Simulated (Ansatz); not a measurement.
## Si2H5OF: a line through the functionals

The species is Si2H5OF (9 atoms), meant as a singlet with charge 0. As SMILES, `O[SiH](F)[SiH3]`. The shape is that of a PBE0-D4/def2-TZVP optimisation. This is one conformer, not always the lowest.

The HOMO–LUMO gap y, in eV, basis 6-31G(d); a is the functional's share of exact exchange. Programs: Ansatz 0.2.0.

```
functional  program     a  y (eV)
    revPBE   Ansatz     0    6.39
    r2SCAN   Ansatz     0    7.06
     B3LYP   Ansatz   0.2    8.06
   r2SCAN0   Ansatz  0.25    8.92
      PBE0   Ansatz  0.25       ?
     BHLYP   Ansatz   0.5   10.53
```

**Question.** Fit y = c + s·a to the known rows and predict PBE0.

**Answer.** 
1. Means of the 5 rows: a = 0.1900, y = 8.192.
2. Σ(Δa)² = 0.172, Σ(Δa·Δy) = 1.3246, so the slope is 1.3246/0.172 = 7.7012.
3. Intercept: 8.192 − (7.7012) × 0.1900 = 6.729. The largest residual of the fit is 0.34.
4. PBE0: 6.729 + (7.7012) × 0.25 = 8.65 eV.

The run gave 8.48 eV, so the prediction is off by +0.17 eV, within the scatter of the fit. Exact exchange lowers occupied levels and raises empty ones. The rows mix families of semi-local functionals, which the line can't see.
